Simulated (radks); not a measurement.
Removal energies from the neodymium ion Nd10+, [Kr] 4d10 5s2 5p2, by Delta-SCF beside the eigenvalue of the level emptied. Method: scalar-relativistic Kohn-Sham, BLYP, spin-polarised, spherical densities, finite nucleus; Fermi nuclear charge, rms radius of each element as measured or else 0.836 A^(1/3) + 0.57 fm; computed with a radial shooting solver on a logarithmic mesh with Libxc functionals. Open shells are filled with parallel spins first.

| removed from | final configuration | Delta-SCF (eV) | -eigenvalue (eV) |
|---|---|---|---|
| 5p | [Kr] 4d10 5s2 5p1 | 166.51 | 158.53 |
| 5s | [Kr] 4d10 5s1 5p2 | 189.44 | 180.99 |
| 4d | [Kr] 4d9 5s2 5p2 | 303.52 | 288.95 |
| 4p | [Ar] 3d10 4s2 4p5 4d10 5s2 5p2 | 415.91 | 400.70 |
